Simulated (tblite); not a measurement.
Compound: C₅H₉FSi.
SMILES with atom numbers: `[CH3:1][CH2:2][C:3]1=[CH:4][C@@H:5]([F:6])[SiH2:7]1` (hydrogens: H8, H9, H10 on C1; H11, H12 on C2; H13 on C4; H14 on C5; H15, H16 on Si7)

Computed with GFN2-xTB (tblite), gas phase: L-BFGS steps from a force-field or distance-geometry start until the largest atomic force falls under 0.01 eV/Å.

Step 84: E = -590.3768 eV
```
atom  x, y, z in Å  |  force x, y, z in eV/Å
C1      2.1563   -0.3657   -0.7967    0.010   0.002   0.015
C2      1.3458   -0.5384    0.4867    0.009  -0.011   0.014
C3     -0.0672   -0.1059    0.2975    0.008  -0.010   0.003
C4     -1.1896   -0.8206    0.4537   -0.007  -0.008  -0.017
C5     -2.2955    0.0924    0.0011    0.002  -0.003  -0.008
F6     -3.2898    0.2917    0.9506    0.010   0.008   0.018
Si7    -0.9566    1.4882   -0.2178   -0.003  -0.003   0.014
H8      1.7459   -0.9795   -1.5955   -0.024   0.014   0.018
H9      2.1360    0.6746   -1.1133   -0.013   0.010  -0.018
H10     3.1913   -0.6586   -0.6362    0.000  -0.005   0.009
H11     1.8015    0.0658    1.2764   -0.003   0.002   0.003
H12     1.3657   -1.5841    0.8048    0.026  -0.005  -0.006
H13    -1.3161   -1.8309    0.8124   -0.010   0.011  -0.029
H14    -2.8190   -0.2715   -0.8894   -0.011   0.002   0.016
H15    -1.0255    2.5311    0.8005   -0.003  -0.004  -0.030
H16    -0.7908    2.0205   -1.5689    0.008  -0.001  -0.002
```

Step 85: E = -590.3770 eV
```
atom  x, y, z in Å  |  force x, y, z in eV/Å
C1      2.1573   -0.3629   -0.7948    0.012   0.013  -0.014
C2      1.3452   -0.5405    0.4864   -0.012   0.001  -0.030
C3     -0.0677   -0.1099    0.2940    0.005   0.044   0.022
C4     -1.1914   -0.8209    0.4543    0.000  -0.019  -0.031
C5     -2.2962    0.0928    0.0022   -0.007  -0.002   0.012
F6     -3.2876    0.2934    0.9548    0.009   0.015   0.014
Si7    -0.9563    1.4862   -0.2201    0.017  -0.001   0.002
H8      1.7488   -0.9749   -1.5964   -0.020   0.013   0.022
H9      2.1355    0.6783   -1.1101   -0.009  -0.004  -0.007
H10     3.1922   -0.6552   -0.6335    0.006  -0.003   0.006
H11     1.7984    0.0621    1.2773    0.005   0.020   0.030
H12     1.3660   -1.5860    0.8002    0.029  -0.046   0.012
H13    -1.3191   -1.8301    0.8135   -0.015  -0.013  -0.017
H14    -2.8224   -0.2716   -0.8857   -0.018  -0.001   0.000
H15    -1.0211    2.5317    0.7963   -0.004  -0.011  -0.033
H16    -0.7892    2.0166   -1.5726    0.003  -0.005   0.009
```

Q: Estimate the geometry and energy of step 86. (The exact step hangs on the optimiser's Hessian estimate; all steps are aligned on step 85, rigid shifts and turns removed.)

A: E = -590.3772 eV, largest force 0.058 eV/Å
```
atom  x, y, z in Å  |  force x, y, z in eV/Å
C1      2.1601   -0.3578   -0.7932    0.005   0.005  -0.008
C2      1.3438   -0.5449    0.4846    0.007   0.004  -0.022
C3     -0.0685   -0.1130    0.2906   -0.003   0.047   0.034
C4     -1.1935   -0.8210    0.4561    0.011  -0.014  -0.032
C5     -2.2977    0.0932    0.0045   -0.013   0.001   0.017
F6     -3.2855    0.2983    0.9606    0.016   0.014   0.005
Si7    -0.9557    1.4838   -0.2251    0.018  -0.004  -0.007
H8      1.7554   -0.9668   -1.5992   -0.017   0.015   0.026
H9      2.1363    0.6850   -1.1038   -0.007  -0.010   0.002
H10     3.1953   -0.6487   -0.6300    0.000   0.001   0.005
H11     1.7950    0.0525    1.2822   -0.013  -0.003   0.003
H12     1.3631   -1.5935    0.7910    0.033  -0.018   0.007
H13    -1.3221   -1.8286    0.8188   -0.016  -0.021  -0.015
H14    -2.8278   -0.2733   -0.8800   -0.018   0.003   0.000
H15    -1.0155    2.5327    0.7879   -0.005  -0.011  -0.029
H16    -0.7903    2.0112   -1.5793    0.002  -0.009   0.014
```

The energy changes by -0.0002 eV. The first-order estimate −F·Δx gives -0.0003 eV and the mean of the old and new forces, exact on a quadratic surface, -0.0002 eV. The step makes an angle of 86° with the force vector and moves no atom by more than 0.012 Å.

The cost below is that of the whole relaxation. Time: 1.1 s. Hardware: one thread of an Arm Neoverse N1, shared host.
